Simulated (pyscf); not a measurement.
**`[NH][Ti]([NH2])([Cl])[Cl]`, doublet**

Gas-phase minimum from PySCF at ωB97X-D3(BJ)/def2-SVP, one conformer. Other isomers of [HN–Ti(NH₂)(Cl)–Cl]• were not searched in full and may lie lower. 

SMILES: [Ti]([Cl])([NH])([NH2])[Cl]
```xyz
8

N      0.5920     1.1048     0.8944
Ti    -0.1826    -0.0031    -0.2683
N     -1.0351    -1.1055     0.9495
Cl    -1.6863     1.0528    -1.4908
Cl     1.3278    -1.1584    -1.3877
H      1.0378     1.7295     1.5668
H     -1.9868    -0.9605     1.2857
H     -0.6309    -1.9575     1.3372
```
Charge 0, spin multiplicity 2.

Bond lengths (Å): N1–Ti2 1.783, N1–H6 1.020, Ti2–N3 1.851, Ti2–Cl4 2.207, Ti2–Cl5 2.207, N3–H7 1.020, N3–H8 1.020. Bond angles (°): Ti2–N1–H6 179.3, N1–Ti2–N3 98.1, N1–Ti2–Cl4 111.1, N1–Ti2–Cl5 111.0, N3–Ti2–Cl4 109.6, N3–Ti2–Cl5 109.7, Cl4–Ti2–Cl5 115.8, Ti2–N3–H7 124.2, Ti2–N3–H8 124.4, H7–N3–H8 111.3.

Properties at ωB97X-D3(BJ)/def2-SVP:

| Item | Value |
|---|---|
| Harmonic wavenumbers, unscaled | 108, 126, 140, 153, 160, 269, 281, 407, 442, 487, 545, 551, 644, 818, 1482, 3563, 3635, 3671 cm⁻¹ |
| Zero-point energy | 25.0 kcal/mol |
| Rotational symmetry number | 1 |
| Entropy of this conformer at 298 K and 1 atm, rigid rotor and harmonic oscillator, modes under 100 cm⁻¹ raised to 100 | 386.3 J/(mol K) |
| Dipole moment | 4.23 D |
| Spin expectation value S2 | 0.790 |

Single-point totals, which compare only within one level:

```csv
level,total energy (hartree)
ωB97X-D3(BJ)/def2-TZVP,-1881.40216
PBE/def2-TZVP,-1880.67763
r²SCAN/def2-TZVP,-1881.25470
B3LYP-D3(BJ)/def2-TZVP,-1881.45274
PBE0-D3(BJ)/def2-TZVP,-1880.75811
M06-2X/def2-TZVP,-1881.24894
ωB97M-D3(BJ)/def2-TZVP,-1881.53267
```

Soft torsions are taken as harmonic, which can shift the entropy by several J/(mol K). Open-shell species with a d-block atom are single-reference here; other states, and whether the spin sits on metal or ligand, were not checked.
